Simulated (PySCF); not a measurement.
# Worked example: chemical shift, span and skew from a shielding tensor

C₇H₈, SMILES C1C2C3C2C2C1C32. Atoms are numbered in the order given.

```xyz
15

C      0.0000     0.0000    -1.5358
C     -1.1487     0.0000    -0.5497
C     -0.7740    -0.7566     0.7082
C     -0.7740     0.7566     0.7082
C      0.7740     0.7566     0.7082
C      0.7740    -0.7566     0.7082
C      1.1487     0.0000    -0.5497
H      0.0000     0.8971    -2.1790
H      0.0000    -0.8971    -2.1790
H     -2.1928     0.0000    -0.8759
H     -1.4327    -1.4530     1.2314
H     -1.4327     1.4530     1.2314
H      1.4327     1.4530     1.2314
H      1.4327    -1.4530     1.2314
H      2.1928     0.0000    -0.8759
```

Geometry optimised at r2SCAN-D4/def2-SVP. The values are those of a single conformer.

GIAO shieldings from PBE/pcSseg-1 (PySCF), non-relativistic, no solvent. The symmetric part of the tensor of C3 has the principal values 125.6, 152.4, 205.3 ppm. The same nucleus in TMS has σ = 182.0 ppm at this level (PySCF, at its B3LYP-D3(BJ)/def2-TZVP geometry).

Work out the isotropic shielding, the ¹³C shift against TMS, the span and the skew.


σ(iso) = (σ11 + σ22 + σ33)/3 = 161.1 ppm. δ = σ(ref) − σ(iso) = 182.0 − (161.1) = 20.9 ppm.
Span Ω = σ33 − σ11 = 79.7 ppm. Skew κ = 3(σ(iso) − σ22)/Ω = 0.33. Tumbling in solution averages the tensor to δ; in a static solid the shielding alone would spread this spin-1/2 line over Ω.
